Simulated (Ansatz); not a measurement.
C₄H₇Br, SMILES `C=C(Br)CC` at its PBE0-D4/def2-TZVP geometry, where that method's forces vanish. The species carries charge 0 and has multiplicity 1.

```xyz
12

C    -0.0409    1.1936   -1.5977
C    -0.3160    0.1080   -0.8943
Br   -1.9587   -0.8054   -1.2031
C     0.5470   -0.5051    0.1563
C    -0.0542   -0.4529    1.5548
H     0.8961    1.7130   -1.4268
H    -0.7143    1.5904   -2.3450
H     0.7517   -1.5454   -0.1169
H     1.5042    0.0251    0.1400
H    -1.0032   -0.9902    1.5940
H     0.6246   -0.9101    2.2772
H    -0.2364    0.5791    1.8615
```

What forces (eV/Å) does ωB97M-V/def2-TZVPP give on these atoms in the Gaussian-basis code of Ansatz? (Estimate.)

The calculation gave: 
```
C1   0.026  0.005  0.014
C2  -0.035  0.190 -0.153
Br3 -0.079 -0.042 -0.016
C4   0.270 -0.115 -0.010
C5  -0.082  0.004  0.161
H6  -0.070 -0.046 -0.007
H7   0.037 -0.045  0.059
H8  -0.021  0.085  0.015
H9  -0.069 -0.043  0.006
H10  0.069  0.037  0.004
H11 -0.056  0.037 -0.051
H12  0.010 -0.067 -0.023
```
